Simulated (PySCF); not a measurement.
A GIAO shielding run with PySCF 2.14 (density fitting, non-relativistic, gas phase) on SMILES C1C(C(=C)[SiH2]OC(C)=S)C1, C7H12OSSi:

```
$ OMP_NUM_THREADS=1 python probes_run.py task.json out

{"job": {"kind": "nmr", "xc": "PBE0", "basis": "pcSseg-1"}, "charge": 0, "multiplicity": 1}
C     -0.681017    -1.516865    -0.649996
C     -0.872402    -0.406078     0.051481
Si     0.502477     0.741028     0.620138
O      1.857872    -0.057437     0.087108
C      3.093328     0.346075     0.257747
C      4.136651    -0.563122    -0.301312
S      3.452801     1.734498     1.023906
C     -2.220295     0.060215     0.461973
C     -3.457079    -0.250674    -0.323350
C     -2.899820     1.140360    -0.329971
H      0.305258    -1.833677    -0.943701
H     -1.495299    -2.158750    -0.949484
H      0.442196     2.054065    -0.016542
H      0.567635     0.853450     2.075604
H      4.038799    -1.550902     0.149175
H      3.987457    -0.672041    -1.375752
H      5.128203    -0.166342    -0.106196
H     -2.324938     0.132626     1.538693
H     -4.374378    -0.436085     0.215008
H     -3.359691    -0.830074    -1.228023
H     -2.409995     1.481950    -1.229105
H     -3.428176     1.917167     0.201027
```

Hardware: 1 thread of an Intel Xeon, shared host. The job also computes population analyses, field gradients, ring-centre shieldings.

Problem. How large is the calculation?

Solution. 92 electrons, 244 basis functions and 1308 auxiliary functions.

Problem. How long does it take, and how much memory does it need?

Solution. 3.1 min of wall time, with 14 SCF cycles and 5 response iterations; peak memory 1.1 GiB. Times on a shared host scatter by some tens of per cent.
